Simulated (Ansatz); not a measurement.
Several settings on one geometry of AsSbSbSb tetrahedron (Sb₃As) (that of the charge 0 singlet, PBE-D4/def2-SVP). Ansatz on 4 threads of Arm Neoverse V2 on a shared host; times are rough.

```xyz
4

As    1.2552    0.7292    0.6416
Sb   -1.2259    1.1901   -0.2630
Sb    0.5066   -0.7106   -1.4922
Sb   -0.5359   -1.2087    1.1136
```

Totals from different functionals, basis sets or treatments of relativity can't be compared as stabilities.

In the def2 sets Sb takes a core potential; there is no spin–orbit coupling. LC-ωPBE has ω = 0.4 bohr⁻¹. Correlated methods freeze 21 core orbitals; core or outer-core shells of As, Sb are correlated, in sets that lack core-valence functions.

The spins typed aren't always the lowest for that charge.

Question: Give the basis size and estimate the energy, ⟨S²⟩, dipole and time of these runs.

```
run                 method  charge    state                                                                                                   further keys
  1   UKS ωB97/def2-mTZVPP      -1  doublet                            pseudopotentials: {relativity: none}; scf: {lower_state_search: full}; forces asked
  2  RKS LC-ωPBE/def2-SVPD       0  singlet                                                                  scf: {lower_state_search: full}; forces asked
  3  RKS B2PLYP/def2-mTZVP       0  singlet  final_grid: {core_spheres: 20, valence_spheres: 16, degree: 47}; scf: {lower_state_search: off}; forces asked
```

Answer: 
| run | functions | energy (Eh) | ⟨S²⟩ | dipole (D) | wall time |
| --- | --- | --- | --- | --- | --- |
| 1 | 144 | -2957.0092 | 0.76 | – | 2.1 min |
| 2 | 134 | -2956.2296 | – | 0.78 | 2.4 s |
| 3 | 144 | -2955.5929 | – | 0.64 | 13 s |

The highest occupied level of an anion often lies above zero with these methods, and sets without diffuse functions describe the outer electron poorly.
